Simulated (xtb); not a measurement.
COS, charge +1, doublet, geometry from GFN2-xTB (a state made from the parent by changing its charge; the spin is typed, not shown lowest).

The xtb input:
```
$ xtb mol.xyz --gfn 0 --chrg 1 --uhf 1 --gbsa toluene --json

# file mol.xyz
3

O     -0.00000000    -0.00000000    -1.68366881
C     -0.00000000    -0.00000000    -0.55245407
S      0.00000000     0.00000000     1.04900468
```

Task: What does this run give for the total energy, partial charges in atom order?

Result: 
The total energy comes out as -6.8206 Eh and the partial charges in atom order comes out as O1 -0.02, C2 0.60, S3 0.42.
